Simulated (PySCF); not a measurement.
F₃H₃O₃Si₂, SMILES O[Si]([Si](F)(F)F)(O)O.

The structure is a stationary point at PBE0-D3(BJ)/def2-SVP. This is a generated structure with no PubChem entry under its InChIKey; it may be hypothetical. Other conformers were not sampled.

The numbers are results of PBE0-D3(BJ)/def2-SVP (PySCF 2.14.0), not measurements.

Frequencies are harmonic and unscaled.

Modes within 1.5 cm⁻¹ of each other (mostly degenerate sets) share a row, with their intensities summed.

Computed harmonic wavenumbers and intensities:
```json
[
 {"mode": "1", "ν (cm⁻¹)": "28", "IR (km/mol)": "2.5", "moving atoms (share of kinetic energy)": "F 50 %, O 45 %"},
 {"mode": "2–3", "ν (cm⁻¹)": "48", "IR (km/mol)": "17.2", "moving atoms (share of kinetic energy)": "H 36 %, F 31 %, O 30 %"},
 {"mode": "4–5", "ν (cm⁻¹)": "133", "IR (km/mol)": "58.6", "moving atoms (share of kinetic energy)": "H 51 %, F 27 %, O 18 %"},
 {"mode": "6", "ν (cm⁻¹)": "190", "IR (km/mol)": "245.0", "moving atoms (share of kinetic energy)": "H 86 %, F 10 %"},
 {"mode": "7–8", "ν (cm⁻¹)": "209", "IR (km/mol)": "13.3", "moving atoms (share of kinetic energy)": "O 41 %, F 38 %, Si 13 %"},
 {"mode": "9", "ν (cm⁻¹)": "221", "IR (km/mol)": "47.8", "moving atoms (share of kinetic energy)": "O 43 %, F 35 %, H 12 %, Si 10 %"},
 {"mode": "10–11", "ν (cm⁻¹)": "301", "IR (km/mol)": "51.2", "moving atoms (share of kinetic energy)": "F 49 %, O 29 %, Si 13 %, H 9 %"},
 {"mode": "12–13", "ν (cm⁻¹)": "326", "IR (km/mol)": "4.1", "moving atoms (share of kinetic energy)": "O 37 %, F 26 %, Si 23 %, H 13 %"},
 {"mode": "14", "ν (cm⁻¹)": "385", "IR (km/mol)": "218.7", "moving atoms (share of kinetic energy)": "Si 45 %, F 28 %, O 26 %"},
 {"mode": "15", "ν (cm⁻¹)": "522", "IR (km/mol)": "0.6", "moving atoms (share of kinetic energy)": "Si 49 %, F 29 %, O 21 %"},
 {"mode": "16–17", "ν (cm⁻¹)": "760", "IR (km/mol)": "448.0", "moving atoms (share of kinetic energy)": "H 74 %, O 25 %"},
 {"mode": "18", "ν (cm⁻¹)": "763", "IR (km/mol)": "204.9", "moving atoms (share of kinetic energy)": "H 78 %, O 13 %"},
 {"mode": "19", "ν (cm⁻¹)": "806", "IR (km/mol)": "139.7", "moving atoms (share of kinetic energy)": "O 49 %, F 20 %, Si 16 %, H 15 %"},
 {"mode": "20", "ν (cm⁻¹)": "892", "IR (km/mol)": "6.8", "moving atoms (share of kinetic energy)": "Si 42 %, F 37 %, O 21 %"},
 {"mode": "21–22", "ν (cm⁻¹)": "960", "IR (km/mol)": "187.8", "moving atoms (share of kinetic energy)": "F 49 %, Si 49 %"},
 {"mode": "23–24", "ν (cm⁻¹)": "992", "IR (km/mol)": "394.1", "moving atoms (share of kinetic energy)": "Si 47 %, O 42 %, H 9 %"},
 {"mode": "25–26", "ν (cm⁻¹)": "3933", "IR (km/mol)": "416.2", "moving atoms (share of kinetic energy)": "H 94 %"},
 {"mode": "27", "ν (cm⁻¹)": "3936", "IR (km/mol)": "2.7", "moving atoms (share of kinetic energy)": "H 94 %"}
]
```
